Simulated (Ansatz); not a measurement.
Species: [Zn(NH2)2] (charge 0, multiplicity 1), formula H₄N₂Zn.

Q: How many basis functions does frozen-core CCSD(T)/def2-TZVPP // PBE-D3(BJ)/def2-SVP (Ansatz, a quantum-chemistry and plane-wave program) use, how many core orbitals are frozen, and how many electrons are correlated?

A: 182 basis functions and 7 frozen orbitals, which leaves 34 correlated electrons. Core time is of the order of minutes.
